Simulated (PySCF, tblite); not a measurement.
Isomers of C7H5F3N2, one GFN2-xTB conformer each. Single-point energies are computed at PBE0/pcSseg-1 (PySCF, gas phase, no added dispersion term), electronic only.

Task: Rank them by PBE0/pcSseg-1 energy, lowest first (kcal/mol).
A. `[CH3:1]/[C:2]([CH2:3][C:4]#[N:5])=[C:6](\[C:7]#[N:8])[C:9]([F:10])([F:11])[F:12]` with C1–C2–C3–C4 -74°
B. `[CH3:1]/[C:2]([C:3]#[N:4])=[C:5](\[C:6]#[N:7])[CH2:8][C:9]([F:10])([F:11])[F:12]` with C2–C5–C8–C9 -96°
C. `[CH3:1][CH2:2]/[C:3]([C:4]#[N:5])=[C:6](/[C:7]#[N:8])[C:9]([F:10])([F:11])[F:12]` with C1–C2–C3–C4 -77°

Result: B (0.0), A (7.6), C (11.4).

GFN2-xTB itself gives, in the same order: 0.0, 3.1, 7.5. Both levels put the same isomer lowest; measured from each level's own lowest isomer, the values differ by up to 4.5 kcal/mol (C/C(CC#N)=C(\C#N)C(F)(F)F: 3.1 against 7.6).

Task: Which frontier levels, dipoles and rotational constants go with these structures?

Result: 
```csv
SMILES,"HOMO (eV, PBE0/pcSseg-1)",LUMO (eV),dipole (D),"A, B, C (MHz)"
C/C(C#N)=C(\C#N)CC(F)(F)F,-8.61,-3.00,2.06,"1162, 817.7, 546.1"
C/C(CC#N)=C(\C#N)C(F)(F)F,-8.86,-2.59,4.32,"1229, 776.4, 570.1"
CC/C(C#N)=C(/C#N)C(F)(F)F,-8.95,-3.41,5.02,"1174, 848.6, 565.5"
```

Task: What happens when harmonic zero-point energies from GFN2-xTB frequencies are added?

Result: 
```json
{"SMILES": "C/C(C#N)=C(\\C#N)CC(F)(F)F", "ZPE (kcal/mol)": "67.4", "electronic (kcal/mol)": "0.0", "with ZPE (kcal/mol)": "0.0"}
{"SMILES": "C/C(CC#N)=C(\\C#N)C(F)(F)F", "ZPE (kcal/mol)": "67.4", "electronic (kcal/mol)": "7.6", "with ZPE (kcal/mol)": "7.6"}
{"SMILES": "CC/C(C#N)=C(/C#N)C(F)(F)F", "ZPE (kcal/mol)": "67.8", "electronic (kcal/mol)": "11.4", "with ZPE (kcal/mol)": "11.8"}
```

The zero-point energies span 0.4 kcal/mol. The order is unchanged.
